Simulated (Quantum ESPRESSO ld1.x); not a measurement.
Results of a calculation; reference values are marked as such.
One sound ld1.x (Quantum ESPRESSO 7.5) input for neutral neodymium gives E = -9286.394 hartree in 33 iterations:

```
 &input
    zed=60.0,
    iswitch=1,
    rel=0,
    dft='PBE',
    config='[Xe] 4f4 6s2',
    prefix='ld1',
    max_out_wfc=37,
    file_charge='ld1.rho',
 /
```

Changed or added lines, one case at a time, and what came of them:

- xmin=0.0: ignored. A value of zero is read as not set, so the default xmin is used, as the mesh line shows.
- iswitch=5: refused. The program stops in ld1_readin with "wrong iswitch": iswitch takes 1 to 4.
- rmax=5000.0: harmless. The energy moves by less than 1e-5 hartree against the default mesh (-9286.394 hartree).
- config='[Zn] 4f4 6s2': refused. The program stops in el_config with "wrong core: Zn": the cores known are He, Ne, Ar, Kr, Xe, Hg and Rn.
- config='[Xe] 4f4 6s2 7p3': not converged. The string holds 63 electrons for Z = 60, so the species has charge -3 and is not the one meant. The extra electrons are not bound, and the cycle does not converge.
- dft='R2SCAN': refused. The program stops in set_dft_from_name with "libxc needed for this functional": this build has no Libxc.
- tr2=1e-22: usable despite the warning. The threshold lies below the rounding noise, so the cycle runs to its limit and warns, but the energy differs from the sound run by less than 1e-5 hartree.
